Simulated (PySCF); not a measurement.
Isomers of C3H11ClSi2, mass 138.009 u with the commonest isotopes. Computed with CAM-B3LYP/def2-SVPD in PySCF (dipole) on a GFN2-xTB geometry, gas phase. One conformer each, none proved a minimum here; rigid rotors.

Question: Order these by rotational constant A, smallest first.
A. `[CH3:1][SiH2:2][CH2:3][SiH2:4][CH2:5][Cl:6]` with C1–Si2–C3–Si4 49°, Si2–C3–Si4–C5 62°, C3–Si4–C5–Cl6 -74°
B. `[CH3:1][Si@H:2]([SiH3:3])[CH2:4][CH2:5][Cl:6]` with C1–Si2–C4–C5 62°, Si2–C4–C5–Cl6 178°
C. `[CH3:1][SiH2:2][C@@H:3]([CH3:4])[SiH2:5][Cl:6]` with C1–Si2–C3–C4 -177°, Si2–C3–Si5–Cl6 -58°

Answer: A (2054 MHz), C (2173 MHz), B (2652 MHz).

Question: Order these by out-of-plane moment Σ m c² = (Ia + Ib − Ic)/2, smallest first.
A. `[CH3:1][Si@H:2]([SiH3:3])[CH2:4][CH2:5][Cl:6]` with C1–Si2–C4–C5 62°, Si2–C4–C5–Cl6 178°
B. `[CH3:1][SiH2:2][CH2:3][SiH2:4][CH2:5][Cl:6]` with C1–Si2–C3–Si4 49°, Si2–C3–Si4–C5 62°, C3–Si4–C5–Cl6 -74°
C. `[CH3:1][SiH2:2][C@@H:3]([CH3:4])[SiH2:5][Cl:6]` with C1–Si2–C3–C4 -177°, Si2–C3–Si5–Cl6 -58°

Answer: A (42.75 u·Å²), B (53.91 u·Å²), C (71.05 u·Å²).

Question: Order these by rotational constant C, smallest first.
A. `[CH3:1][SiH2:2][C@@H:3]([CH3:4])[SiH2:5][Cl:6]` with C1–Si2–C3–C4 -177°, Si2–C3–Si5–Cl6 -58°
B. `[CH3:1][Si@H:2]([SiH3:3])[CH2:4][CH2:5][Cl:6]` with C1–Si2–C4–C5 62°, Si2–C4–C5–Cl6 178°
C. `[CH3:1][SiH2:2][CH2:3][SiH2:4][CH2:5][Cl:6]` with C1–Si2–C3–Si4 49°, Si2–C3–Si4–C5 62°, C3–Si4–C5–Cl6 -74°

Answer: B (665.3 MHz), C (931.6 MHz), A (984.2 MHz).

| SMILES | point group | Ia (u·Å²) | Ib (u·Å²) | Ic (u·Å²) | κ | μa (D) | μb (D) | μc (D) |
| --- | --- | --- | --- | --- | --- | --- | --- | --- |
| C[SiH2]C[SiH2]CCl | C1 | 246.06 | 404.24 | 542.48 | -0.43 | 0.00 | 1.71 | 0.14 |
| C[SiH2][C@@H](C)[SiH2]Cl | C1 | 232.54 | 423.05 | 513.50 | -0.65 | 1.08 | 0.67 | 1.20 |
| C[Si@H]([SiH3])CCCl | C1 | 190.57 | 654.52 | 759.59 | -0.89 | 2.03 | 0.90 | 0.31 |
